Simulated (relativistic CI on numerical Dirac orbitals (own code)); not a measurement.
Radial parameters of Ni26+

Calculated at this level of theory: Dirac-Coulomb-Breit CI, orbitals from a KLI potential per configuration, QED by a radiative potential, unscaled Slater integrals (own radial code, finite nucleus).

Slater integrals F^k, G^k are unscaled and averaged over j, outside the closed core (none); ζ comes from projecting the Hamiltonian with its Breit term on Σ l·s of the shell.

- 1s.2s: G^0(1s,2s) = 133860 cm⁻¹; <r>(1s) = 0.05297, <r^2>(1s) = 0.003759, <r>(2s) = 0.2159, <r^2>(2s) = 0.05451 (bohr units).
- 1s.2p: G^1(1s,2p) = 293380, ζ(2p) = 135000 cm⁻¹; <r>(1s) = 0.05298, <r^2>(1s) = 0.00376, <r>(2p) = 0.1825, <r^2>(2p) = 0.04007 (bohr units).
- 1s.3s: G^0(1s,3s) = 35177 cm⁻¹; <r>(1s) = 0.05289, <r^2>(1s) = 0.003747, <r>(3s) = 0.4897, <r^2>(3s) = 0.2728 (bohr units).

Averages of the first 10 configurations, taken without configuration mixing, which lowers the lowest level and can move excited configurations by several eV; other configurations of the list can lie among them:

```json
{"Configuration": "1s2", "Parity": "even", "States": "1", "Average energy above the lowest level (eV)": "0.0"}
{"Configuration": "1s.2s", "Parity": "even", "States": "4", "Average energy above the lowest level (eV)": "7738.8"}
{"Configuration": "1s.2p", "Parity": "odd", "States": "12", "Average energy above the lowest level (eV)": "7782.9"}
{"Configuration": "1s.3s", "Parity": "even", "States": "4", "Average energy above the lowest level (eV)": "9163.6"}
{"Configuration": "1s.3p", "Parity": "odd", "States": "12", "Average energy above the lowest level (eV)": "9176.1"}
{"Configuration": "1s.3d", "Parity": "even", "States": "20", "Average energy above the lowest level (eV)": "9183.0"}
{"Configuration": "1s.4s", "Parity": "even", "States": "4", "Average energy above the lowest level (eV)": "9657.9"}
{"Configuration": "1s.4p", "Parity": "odd", "States": "12", "Average energy above the lowest level (eV)": "9663.2"}
{"Configuration": "1s.4d", "Parity": "even", "States": "20", "Average energy above the lowest level (eV)": "9666.0"}
{"Configuration": "1s.4f", "Parity": "odd", "States": "28", "Average energy above the lowest level (eV)": "9666.8"}
```
